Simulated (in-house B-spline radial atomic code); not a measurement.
Results of a calculation; reference values are marked as such.
Ghost states of the separable form: S

S, [Ne] 3s2 3p4, non-relativistic PBE, spherical and spin-unpolarised, from an all-electron radial atomic-structure program (B-spline basis) (atomic units; all potentials screened as in the neutral atom).

Troullier-Martins channels: 3s (ε = -0.6300, r_c = 1.683 bohr), 3p (ε = -0.2580, r_c = 1.861 bohr). In the Kleinman-Bylander form one channel serves as the local potential, and each other channel l becomes |δV u><u δV|/<u|δV|u>, with δV = V_l − V_local and u the pseudo-orbital. Its strength is E_KB = <u|δV²|u>/<u|δV|u>. By the analysis of Gonze, Stumpf and Scheffler a spurious state lies below the reference level ε if E_KB > 0 and ε is above the second level of the local potential alone, or if E_KB < 0 and ε is above its first. The table's levels are those of angular momentum l in a sphere of 9 bohr, whose wall can lift a shallow ε a little above its free-atom value.

| local | channel | <u δV u> | <u δV² u> | ε | first local level | second local level |
| --- | --- | --- | --- | --- | --- | --- |
| p | s | 0.17146 | 0.40054 | -0.6300 | -0.9791 | -0.0272 |
| s | p | -0.097335 | 0.22208 | -0.2580 | -0.1991 | 0.1009 |

**Question.** Apply the rule to each row.

**Answer.** Local p, channel s: E_KB = +2.34, so ε = -0.6300 is set against -0.0272: no ghost. Local s, channel p: E_KB = -2.28, so ε = -0.2580 is set against -0.1991: no ghost.

Diagonalising the separable Hamiltonian gives:

```csv
local,channel,three lowest levels,"all-electron, two lowest valence levels"
p,s,"-0.6300, 0.0176, 0.2931","-0.6300, 0.0179"
s,p,"-0.2580, 0.0871, 0.3872","-0.2580, 0.0873"
```

**Question.** Which choices of local channel are safe?

**Answer.** All are free of ghosts. Among the safe choices the second level, which tests transfer, is off by at most 0.2 millihartree (s local), 0.3 millihartree (p local).
